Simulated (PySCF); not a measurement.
Bond dissociation energies of chlorodimethylborane

Parent: chlorodimethylborane, `CB(C)Cl` (C2H6BCl). Non-hydrogen atoms are numbered in `[CH3:1][B:2]([CH3:3])[Cl:4]`.

Level of theory: M06-2X/def2-TZVP single points in PySCF, grid level 3; every species was optimised with PBE0-D3(BJ)/def2-SVP. Zero-point and thermal terms (298.15 K, 1 bar) come from unscaled PBE0-D3(BJ)/def2-SVP harmonic frequencies, with soft modes damped to free rotors in the entropy.

```csv
bond,r / Å,radicals,BDE(298 K) / kJ/mol,BDFE / kJ/mol,D₀ / kJ/mol,Dₑ / kJ/mol
C1–H,1.099,[CH2]B(C)Cl + H•,395,359,389,422
C1–B2,1.563,CH3• + C[B]Cl,434,383,428,453
B2–Cl4,1.774,C[B]C + Cl•,521,480,518,529
```

Homolysis to relaxed radicals in the gas phase; the table need not hold every single bond outside rings.

Weakest of these: C1–H (395 kJ/mol); strongest: B2–Cl4 (521 kJ/mol).

Known limits: spin-orbit coupling is left out of the energies, which matters for open shells on the heavier atoms.
